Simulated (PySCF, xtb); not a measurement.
Ni(CO)2 (C₂NiO₂), SMILES [O+]#[C-]->[Ni]<-[C-]#[O+], multiplicity 1.

Harmonic wavenumbers (cm⁻¹) from GFN2-xTB (xtb) at its own minimum, in rising order: 41, 105, 125, 183, 380, 470, 473, 2028, 2080.

Task: What does PySCF 2.14.0 with B3LYP-D3(BJ)/def2-SVP give at its own minimum? (An estimate is asked for; the answer gives what the named calculation found.)

Result: 59, 277, 296, 359, 455, 507, 531, 2090, 2185. Paired by order, the mean absolute difference is 97 cm⁻¹ and the zero-point energies are 8.4 and 9.7 kcal/mol.
